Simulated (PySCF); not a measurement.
Structure problem from calculated spectra and properties.

Formula: C5H4F2N2O.

- 13C NMR: chemical shifts (computed TMS as zero) by class: 169.3 (1 C), 153.2 (1 C), 134.1 (1 C), 120.5 (1 C), 118.6 (1 C) ppm [GIAO PBE0/pcSseg-1]
- NMR, other nuclei: isotropic shieldings of nuclei other than C and H, by class: -195 (1 N), -128 (1 N), 150 (1 O), 279 (2 F) ppm [GIAO PBE0/pcSseg-1]
- Rotational structure: rotational constants A, B, C: 3.690, 0.756, 0.699 GHz [GFN2-xTB]
- Dipole: 4.41 D [PBE0/def2-SVPD]
- UV, first state: lowest singlet excitation: 3.56 eV (349 nm, f = 0.003) [TDDFT PBE0/def2-SVPD]
- 1H NMR: chemical shifts (computed TMS as zero) by class: 9.39 (1 H), 9.20 (1 H), 7.58 (1 H), 7.16 (1 H) ppm [GIAO PBE0/pcSseg-1]
- Polarisability: 75.7 au [PBE0/def2-SVPD]
- UV, strongest line: among the 6 lowest singlet transitions: S5 at 6.37 eV (195 nm, f = 0.068) [TDDFT PBE0/def2-SVPD]
- Triplet: lowest triplet excitation (Tamm–Dancoff): 2.81 eV [TDA PBE0/def2-SVPD]

The electronic properties come from PySCF, for the isolated species, density fitting. Levels stand in brackets. NMR shifts are as computed; neighbouring signals can stand in another order in a measured spectrum. One conformer (not necessarily the lowest) at the GFN2-xTB geometry, without solvent, vibrations or thermal averaging. NMR classes are plain means over equivalent atoms (diastereotopic ones count apart unless rotation or inversion swaps them), as if these changed places fast.

Question: What is the compound? Reason from the data.

Answer: Numbering: `[F:1][CH:2]([F:3])[O:4][c:5]1[cH:6][cH:7][cH:8][n:9][n:10]1`. Its formula, C5H4F2N2O, gives 4 degrees of unsaturation: 1 ring and 3 π bonds in the structure found (Kekulé form). 5 carbons fall into 5 classes; from least to most shielded: aromatic carbon bearing oxygen [C5] (169.3 ppm), aromatic CH next to a ring nitrogen [C8] (153.2 ppm), aromatic CH carbon [C7] (134.1 ppm), aromatic CH carbon [C6] (120.5 ppm), CHF2 carbon [C2] (118.6 ppm). Hydrogen classes from least to most shielded: 1 H on an aromatic CH next to a ring nitrogen, C8 (9.39 ppm), 1 H on a CHF2 carbon, C2 (9.20 ppm), 1 H on an aromatic CH carbon, C7 (7.58 ppm), 1 H on an aromatic CH carbon, C6 (7.16 ppm). The other shieldings belong to: -195 ppm, pyridine-type nitrogen [N9]; -128 ppm, pyridine-type nitrogen [N10]; 150 ppm, aryl ether oxygen [O4]; 279 ppm, fluorine of a CF2 group [F1/F3]. S1 is mainly HOMO→LUMO (weight 0.99); the largest Löwdin shares of the orbital it empties are 0.42 on a pyridine-type nitrogen, 0.32 on a pyridine-type nitrogen, 0.08 on the aromatic CH next to a ring nitrogen and 0.07 on the aromatic carbon bearing oxygen, of the orbital it fills 0.21 on each of 2 atoms of one kind (aromatic CH carbon), 0.20 on a pyridine-type nitrogen and 0.18 on a pyridine-type nitrogen. The optimised geometry has point group C1 and is an asymmetric top. Structure: `FC(F)Oc1cccnn1`. The assignments are read from this structure; whether some other isomer fits the data as well wasn't checked.

The values belong to the conformer `[F:1][CH:2]([F:3])[O:4][c:5]1[cH:6][cH:7][cH:8][n:9][n:10]1`: F1–C2–O4–C5 135°, C2–O4–C5–C6 179°.
